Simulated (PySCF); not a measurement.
Ligand exchange on a metal centre used in film growth or etching (Cd NH2-Br). Gas-phase values, no solvent. One relaxed conformer stands for each flexible species; it need not be the lowest.

The LUMO from two functionals at the same geometries (PBE-D3(BJ)/def2-SVP), both in PySCF: PBE-D3(BJ)/def2-TZVP and TPSSh-D3(BJ)/def2-TZVP. 

```json
[
 {"species": "0 of 2 NH2 replaced by Br ([Cd(NH2)2])", "PBE-D3(BJ)/def2-TZVP (eV)": "-1.50", "TPSSh-D3(BJ)/def2-TZVP (eV)": "-1.01"},
 {"species": "1 of 2 NH2 replaced by Br", "PBE-D3(BJ)/def2-TZVP (eV)": "-2.39", "TPSSh-D3(BJ)/def2-TZVP (eV)": "-1.90"},
 {"species": "2 of 2 NH2 replaced by Br ([Cd(Br)2])", "PBE-D3(BJ)/def2-TZVP (eV)": "-3.25", "TPSSh-D3(BJ)/def2-TZVP (eV)": "-2.77"}
]
```

Over these rows, drawn at random from the members with no instability flagged (it was tested for open shells, ions and some series alone), PBE minus TPSSh-D3(BJ): mean -0.49 eV, from -0.49 eV to -0.48 eV.
